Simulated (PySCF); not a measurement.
BaF (SMILES [F][Ba]), doublet, geometry from GFN2-xTB (such geometries of metal compounds can be far from the true shape) (the spin is typed, not shown lowest) (core potentials on Ba), with bond 1-2 at 1.4 times its length; CASSCF(5,7)/def2-SVP (PySCF).

Input for PySCF:
```python
from pyscf import gto, scf, mcscf
import numpy

mol = gto.Mole()
mol.atom = '''
    Ba    0.000000    0.000000   -1.065605
    F     0.000000    0.000000    1.704968
'''
mol.basis = 'def2-svp'
mol.ecp = {'Ba': 'def2-svp'}
mol.charge = 0
mol.spin = 1
mol.verbose = 4
mol.build()

mf = scf.ROHF(mol)
mf.kernel()
mc = mcscf.CASSCF(mf, 7, 5)
mc.fix_spin_(ss=0.75)
mc.conv_tol = 1e-5
mc.kernel()
occ = numpy.linalg.eigvalsh(mc.fcisolver.make_rdm1(mc.ci, mc.ncas, mc.nelecas))[::-1]
ss = mc.fcisolver.spin_square(mc.ci, mc.ncas, mc.nelecas)[0]
print('natural occupations', occ.round(4), ' <S^2>', round(ss, 4))
```

**Question.** What does PySCF print? Leave out banner, timings and long lists.

**Answer.** 
```
PySCF version 2.14.0

[INPUT] verbose = 4
[INPUT] num. atoms = 2
[INPUT] num. electrons = 19
[INPUT] charge = 0
[INPUT] spin (= nelec alpha-beta = 2S) = 1
[INPUT] symmetry False subgroup None
[INPUT] Mole.unit = angstrom
[INPUT] Symbol           X                Y                Z      unit          X                Y                Z       unit  Magmom
[...]
nuclear repulsion = 17.189927492544
number of shells = 15
number of NR pGTOs = 73
number of NR cGTOs = 37
basis = def2-svp
ecp = {'Ba': 'def2-svp'}

******** <class 'pyscf.scf.rohf.ROHF'> ********
method = ROHF
initial guess = minao
damping factor = 0
level_shift factor = 0
DIIS = <class 'pyscf.scf.diis.CDIIS'>
diis_start_cycle = 1
diis_space = 8
diis_damp = 0
SCF conv_tol = 1e-09
SCF conv_tol_grad = None
SCF max_cycles = 50
direct_scf = True
direct_scf_tol = 1e-13
num. doubly occ = 9  num. singly occ = 1
Set gradient conv threshold to 3.16228e-05
init E= -114.049249105022
[...]
cycle= 1 E= -124.365425471844  delta_E= -10.3  |g|= 0.725  |ddm|= 1.41
[...]
cycle= 2 E= -124.410034899953  delta_E= -0.0446  |g|= 0.566  |ddm|= 0.918
[...]
cycle= 3 E= -124.466959711114  delta_E= -0.0569  |g|= 0.0404  |ddm|= 0.348
[...]
cycle= 4 E= -124.467526985468  delta_E= -0.000567  |g|= 0.00462  |ddm|= 0.0626
[...]
cycle= 5 E= -124.46756608556  delta_E= -3.91e-05  |g|= 0.00173  |ddm|= 0.026
[...]
cycle= 6 E= -124.467571123627  delta_E= -5.04e-06  |g|= 0.00043  |ddm|= 0.0104
[...]
cycle= 7 E= -124.467571997526  delta_E= -8.74e-07  |g|= 0.00016  |ddm|= 0.0037
[...]
cycle= 8 E= -124.467572164131  delta_E= -1.67e-07  |g|= 4.92e-05  |ddm|= 0.00188
[...]
cycle= 9 E= -124.467572179605  delta_E= -1.55e-08  |g|= 1.45e-05  |ddm|= 0.000621
[...]
cycle= 10 E= -124.467572180604  delta_E= -9.99e-10  |g|= 1.36e-06  |ddm|= 0.000189
[...]
Extra cycle  E= -124.467572180606  delta_E= -2.36e-12  |g|= 4.88e-07  |ddm|= 3.62e-06
converged SCF energy = -124.467572180606

******** <class 'pyscf.mcscf.mc1step.CASSCF'> ********
CAS (3e+2e, 7o), ncore = 7, nvir = 23
max_cycle_macro = 50
max_cycle_micro = 4
conv_tol = 1e-05
conv_tol_grad = None
orbital rotation max_stepsize = 0.02
orbital rotation threshold for CI restart = 0.01
augmented hessian ah_max_cycle = 30
augmented hessian ah_conv_tol = 1e-12
augmented hessian ah_linear dependence = 1e-14
augmented hessian ah_level shift = 1e-08
augmented hessian ah_start_tol = 2.5
augmented hessian ah_start_cycle = 3
augmented hessian ah_grad_trust_region = 3
kf_trust_region = 3
kf_interval = 4
ci_response_space = 4
ci_grad_trust_region = 3
with_dep4 0
natorb = False
canonicalization = True
sorting_mo_energy = False
ao2mo_level = 2
internal_rotation = False
******** <class 'pyscf.fci.addons.SpinPenaltyFCISolver'> ********
max. cycles = 50
conv_tol = 1e-08
davidson only = True
linear dependence = 1e-12
level shift = 0.001
max iter space = 12
nroots = 1
pspace_size = 400
spin = None
CASCI E = -124.467612871897  S^2 = 0.7500000
Set conv_tol_grad to 0.00316228
macro iter   1 (  6 JK    1 micro), CASSCF E = -124.467666870536  dE = -5.39986390e-05  S^2 = 0.7500000
               |grad[o]|=0.000325  |grad[c]|=0.00547  |ddm|=0.00112  |maxRot[o]|=0.0799
macro iter   2 (  6 JK    1 micro), CASSCF E = -124.467768179618  dE = -1.01309082e-04  S^2 = 0.7500000
               |grad[o]|=0.000528  |grad[c]|=0.00475  |ddm|=0.00036  |maxRot[o]|=0.0799
macro iter   3 (  6 JK    1 micro), CASSCF E = -124.467922390349  dE = -1.54210731e-04  S^2 = 0.7500000
               |grad[o]|=0.000786  |grad[c]|=0.00349  |ddm|=0.000612  |maxRot[o]|=0.0799
macro iter   4 (  6 JK    1 micro), CASSCF E = -124.468133028598  dE = -2.10638249e-04  S^2 = 0.7500000
               |grad[o]|=0.00109  |grad[c]|=0.00486  |ddm|=0.00127  |maxRot[o]|=0.0799
macro iter   5 (  6 JK    1 micro), CASSCF E = -124.468404044008  dE = -2.71015410e-04  S^2 = 0.7500000
               |grad[o]|=0.00141  |grad[c]|=0.00917  |ddm|=0.00221  |maxRot[o]|=0.0799
macro iter   6 (  7 JK    2 micro), CASSCF E = -124.468695487306  dE = -2.91443297e-04  S^2 = 0.7500000
               |grad[o]|=0.00174  |grad[c]|= 0.01  |ddm|=0.00316  |maxRot[o]|=0.0699
macro iter   7 (  7 JK    2 micro), CASSCF E = -124.469044394181  dE = -3.48906876e-04  S^2 = 0.7500000
               |grad[o]|=0.00203  |grad[c]|=0.0136  |ddm|=0.00373  |maxRot[o]|=0.0699
macro iter   8 (  7 JK    2 micro), CASSCF E = -124.469458552799  dE = -4.14158618e-04  S^2 = 0.7500000
               |grad[o]|=0.00233  |grad[c]|=0.0168  |ddm|=0.00411  |maxRot[o]|=0.0699
macro iter   9 (  7 JK    2 micro), CASSCF E = -124.469945097545  dE = -4.86544746e-04  S^2 = 0.7500000
               |grad[o]|=0.00266  |grad[c]|=0.0194  |ddm|=0.00431  |maxRot[o]|=0.0699
macro iter  10 (  7 JK    2 micro), CASSCF E = -124.470507628574  dE = -5.62531029e-04  S^2 = 0.7500000
               |grad[o]|=0.00299  |grad[c]|=0.0212  |ddm|=0.00434  |maxRot[o]|=0.0699
macro iter  11 (  7 JK    2 micro), CASSCF E = -124.471143459647  dE = -6.35831073e-04  S^2 = 0.7500000
               |grad[o]|=0.00333  |grad[c]|=0.022  |ddm|=0.00423  |maxRot[o]|=0.0699
macro iter  12 (  7 JK    2 micro), CASSCF E = -124.471842211281  dE = -6.98751633e-04  S^2 = 0.7500000
               |grad[o]|=0.00362  |grad[c]|=0.0218  |ddm|=0.00402  |maxRot[o]|=0.0699
macro iter  13 (  7 JK    2 micro), CASSCF E = -124.472586467306  dE = -7.44256025e-04  S^2 = 0.7500000
               |grad[o]|=0.00385  |grad[c]|=0.0206  |ddm|=0.00375  |maxRot[o]|=0.0699
macro iter  14 (  7 JK    2 micro), CASSCF E = -124.473353997617  dE = -7.67530311e-04  S^2 = 0.7500000
               |grad[o]|=0.00398  |grad[c]|=0.0185  |ddm|=0.00344  |maxRot[o]|=0.0699
macro iter  15 (  7 JK    2 micro), CASSCF E = -124.474120380994  dE = -7.66383377e-04  S^2 = 0.7500000
               |grad[o]|=0.00399  |grad[c]|=0.0157  |ddm|=0.00303  |maxRot[o]|=0.0699
macro iter  16 (  7 JK    2 micro), CASSCF E = -124.474861152371  dE = -7.40771377e-04  S^2 = 0.7500000
[...]
macro iter  18 (  7 JK    2 micro), CASSCF E = -124.476180236588  dE = -6.26494458e-04  S^2 = 0.7500000
               |grad[o]|=0.00338  |grad[c]|=0.00519  |ddm|=0.00124  |maxRot[o]|=0.0699
macro iter  19 (  7 JK    2 micro), CASSCF E = -124.476735044355  dE = -5.54807767e-04  S^2 = 0.7500000
               |grad[o]|=0.00297  |grad[c]|=0.00207  |ddm|=0.000622  |maxRot[o]|=0.0699
macro iter  20 (  7 JK    2 micro), CASSCF E = -124.477215922537  dE = -4.80878182e-04  S^2 = 0.7500000
               |grad[o]|=0.00246  |grad[c]|=0.00142  |ddm|=0.000635  |maxRot[o]|=0.0664
macro iter  21 ( 17 JK    4 micro), CASSCF E = -124.477585911675  dE = -3.69989138e-04  S^2 = 0.7500000
               |grad[o]|=0.00185  |grad[c]|=0.00976  |ddm|=0.00436  |maxRot[o]|=0.213
macro iter  22 (  7 JK    2 micro), CASSCF E = -124.478057578973  dE = -4.71667298e-04  S^2 = 0.7500000
               |grad[o]|=0.00205  |grad[c]|=0.00135  |ddm|=0.00223  |maxRot[o]|=0.0699
macro iter  23 (  6 JK    1 micro), CASSCF E = -124.478474533684  dE = -4.16954710e-04  S^2 = 0.7500000
               |grad[o]|=0.00156  |grad[c]|=0.0105  |ddm|=0.00264  |maxRot[o]|=0.0798
macro iter  24 (  6 JK    1 micro), CASSCF E = -124.478726683390  dE = -2.52149706e-04  S^2 = 0.7500000
               |grad[o]|=0.0013  |grad[c]|=0.00974  |ddm|=0.00192  |maxRot[o]|=0.0798
macro iter  25 (  5 JK    1 micro), CASSCF E = -124.478845280100  dE = -1.18596710e-04  S^2 = 0.7500000
               |grad[o]|=0.00128  |grad[c]|=0.0069  |ddm|=0.00147  |maxRot[o]|=0.0599
macro iter  26 (  4 JK    1 micro), CASSCF E = -124.478914719838  dE = -6.94397383e-05  S^2 = 0.7500000
               |grad[o]|=0.00106  |grad[c]|=0.00727  |ddm|=0.00118  |maxRot[o]|= 0.04
macro iter  27 (  6 JK    1 micro), CASSCF E = -124.479225257975  dE = -3.10538137e-04  S^2 = 0.7500000
               |grad[o]|=0.000873  |grad[c]|=0.018  |ddm|=0.000711  |maxRot[o]|=0.0797
macro iter  28 ( 21 JK    4 micro), CASSCF E = -124.482570636634  dE = -3.34537866e-03  S^2 = 0.7500000
               |grad[o]|=0.00182  |grad[c]|=0.023  |ddm|=0.00434  |maxRot[o]|=0.304
macro iter  29 ( 20 JK    4 micro), CASSCF E = -124.484774531596  dE = -2.20389496e-03  S^2 = 0.7500000
               |grad[o]|=0.0046  |grad[c]|=0.0132  |ddm|=0.00281  |maxRot[o]|=0.253
macro iter  30 (  7 JK    2 micro), CASSCF E = -124.484825988851  dE = -5.14572548e-05  S^2 = 0.7500000
               |grad[o]|=0.00188  |grad[c]|=0.00332  |ddm|=0.000955  |maxRot[o]|=0.0429
macro iter  31 (  4 JK    1 micro), CASSCF E = -124.484842009482  dE = -1.60206305e-05  S^2 = 0.7500000
               |grad[o]|=0.000368  |grad[c]|=0.0031  |ddm|=0.000496  |maxRot[o]|=0.0207
macro iter  32 (  3 JK    1 micro), CASSCF E = -124.484858043958  dE = -1.60344765e-05  S^2 = 0.7500000
               |grad[o]|=0.00034  |grad[c]|=0.00348  |ddm|=0.000424  |maxRot[o]|= 0.02
macro iter  33 (  3 JK    1 micro), CASSCF E = -124.484876778380  dE = -1.87344220e-05  S^2 = 0.7500000
               |grad[o]|=0.000367  |grad[c]|=0.00363  |ddm|=0.000343  |maxRot[o]|= 0.02
macro iter  34 (  3 JK    1 micro), CASSCF E = -124.484899395460  dE = -2.26170802e-05  S^2 = 0.7500000
               |grad[o]|=0.000393  |grad[c]|=0.00373  |ddm|=0.000325  |maxRot[o]|= 0.02
macro iter  35 (  3 JK    1 micro), CASSCF E = -124.484925597376  dE = -2.62019152e-05  S^2 = 0.7500000
               |grad[o]|=0.000418  |grad[c]|=0.00367  |ddm|=0.000282  |maxRot[o]|= 0.02
macro iter  36 (  3 JK    1 micro), CASSCF E = -124.484954797104  dE = -2.91997282e-05  S^2 = 0.7500000
               |grad[o]|=0.000485  |grad[c]|=0.00355  |ddm|=0.000284  |maxRot[o]|= 0.02
macro iter  37 (  4 JK    1 micro), CASSCF E = -124.485019876858  dE = -6.50797545e-05  S^2 = 0.7500000
               |grad[o]|=0.000533  |grad[c]|=0.00673  |ddm|=0.000535  |maxRot[o]|=0.0399
macro iter  38 (  4 JK    1 micro), CASSCF E = -124.485087094683  dE = -6.72178253e-05  S^2 = 0.7500000
               |grad[o]|=0.000619  |grad[c]|=0.00598  |ddm|=0.000504  |maxRot[o]|=0.0399
macro iter  39 (  5 JK    1 micro), CASSCF E = -124.485178373492  dE = -9.12788084e-05  S^2 = 0.7500000
               |grad[o]|=0.000667  |grad[c]|=0.00742  |ddm|=0.000687  |maxRot[o]|=0.0598
macro iter  40 (  5 JK    1 micro), CASSCF E = -124.485249620234  dE = -7.12467422e-05  S^2 = 0.7500000
               |grad[o]|=0.000677  |grad[c]|=0.00576  |ddm|=0.00062  |maxRot[o]|=0.0598
macro iter  41 (  5 JK    1 micro), CASSCF E = -124.485300640043  dE = -5.10198093e-05  S^2 = 0.7500000
               |grad[o]|=0.000641  |grad[c]|=0.00461  |ddm|=0.000593  |maxRot[o]|=0.0599
macro iter  42 (  4 JK    1 micro), CASSCF E = -124.485325361333  dE = -2.47212894e-05  S^2 = 0.7500000
               |grad[o]|=0.000538  |grad[c]|=0.0027  |ddm|=0.000381  |maxRot[o]|= 0.04
macro iter  43 (  3 JK    1 micro), CASSCF E = -124.485336050737  dE = -1.06894040e-05  S^2 = 0.7500000
               |grad[o]|=0.000431  |grad[c]|=0.00136  |ddm|=0.000217  |maxRot[o]|= 0.02
macro iter  44 (  3 JK    1 micro), CASSCF E = -124.485345009540  dE = -8.95880336e-06  S^2 = 0.7500000
               |grad[o]|=0.00039  |grad[c]|=0.00127  |ddm|=0.000197  |maxRot[o]|= 0.02
macro iter  45 (  4 JK    1 micro), CASSCF E = -124.485350133339  dE = -5.12379937e-06  S^2 = 0.7500000
               |grad[o]|=0.000373  |grad[c]|=0.000783  |ddm|=0.000126  |maxRot[o]|=0.012
macro iter  46 (  6 JK    1 micro), CASSCF E = -124.485352993650  dE = -2.86031104e-06  S^2 = 0.7500000
               |grad[o]|=0.000321  |grad[c]|=0.000464  |ddm|=7.52e-05  |maxRot[o]|=0.00717
1-step CASSCF converged in  46 macro (296 JK  72 micro) steps
CASSCF canonicalization
Density matrix diagonal elements [1.99054149 1.99011824 0.99763439 0.00553305 0.0033099  0.00540809
 0.00745484]
CASSCF energy = -124.485352993650
CASCI E = -124.485352993650  E(CI) = -7.49163539701573  S^2 = 0.7500000
natural occupations [1.9906 1.99   0.9984 0.0081 0.0081 0.0027 0.0021]  <S^2> 0.75
```
